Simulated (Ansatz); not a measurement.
Relaxation of Cl$_{6}$H$_{2}$W (9 atoms, charge 0, multiplicity 1), to a largest force component of 0.03 eV/Å in at most 50 steps.

All numbers below come from RHF/def2-SVP in Ansatz.

```xyz
9
Properties=species:S:1:pos:R:3
W -0.122 -0.138 -0.280
H 0.265 0.680 1.140
Cl 1.880 -0.946 0.558
Cl -1.096 1.882 -0.776
Cl -1.829 -0.340 1.349
Cl -0.855 -2.262 -0.826
Cl 0.933 0.114 -2.344
Cl 1.458 2.421 1.749
H 1.849 1.174 2.034
```

Where does it end, and by what steps?

It converged. The force dipped under the threshold on the way, but the program's further checks kept it going. After 14 steps the energy has fallen by 0.486 eV; H9 moved furthest, 1.23 Å.

```csv
step,energy less start (eV),largest force component (eV/Å),accepted
0,0.0000,1.998,yes
1,-0.2976,0.898,yes
2,-0.3873,0.946,yes
3,-0.4245,0.846,yes
4,-0.4615,0.312,yes
5,-0.4713,0.091,yes
6,-0.4785,0.026,yes
7,-0.4768,0.378,no
8,-0.4810,0.153,yes
9,-0.4816,0.178,yes
10,-0.4818,0.260,yes
11,-0.4831,0.069,yes
12,-0.4693,0.265,no
13,-0.4841,0.215,yes
14,-0.4857,0.024,yes
```

```xyz
9
Properties=species:S:1:pos:R:3
W -0.293 -0.299 -0.421
H 0.030 0.560 0.928
Cl 1.747 -0.919 0.410
Cl -1.076 1.838 -0.860
Cl -2.151 -0.443 0.994
Cl -0.843 -2.508 -0.850
Cl 0.627 -0.102 -2.539
Cl 1.713 2.602 2.386
H 2.728 1.855 2.556
```

Whether the end is a true minimum wasn't checked by a vibrational analysis.

Time of the run: 44 s on 4 threads of Arm Neoverse V1, with other jobs on the host, peak memory 0.52 GiB.
